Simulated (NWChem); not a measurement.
# CH5GaS; SMILES [S]([GaH2])C

```xyz
8

Ga     0.0658    -1.0389     0.0000
H     -1.0308    -2.1652     0.0007
H      1.6347    -1.2066    -0.0010
S     -0.6952     1.0319    -0.0001
C      0.8404     2.0460     0.0001
H      0.8476     2.6848     0.9039
H      0.8419     2.6928    -0.8981
H      1.7489     1.4139    -0.0056
```
Atoms are numbered in this order, from 1.

Computed with NWChem. Geometry: optimised at PBE-D3(BJ)/def2-SVP.

For level PBE0/STO-3G:

```yaml
highest occupied level (eV): -2.12
orbital gap (eV): 2.89
dipole (D): 1.68
```

Task: Estimate the same quantities for level PBE0/aug-pcseg-1.

Result: highest occupied level (eV): -7.13
orbital gap (eV): 5.65
dipole (D): 1.48
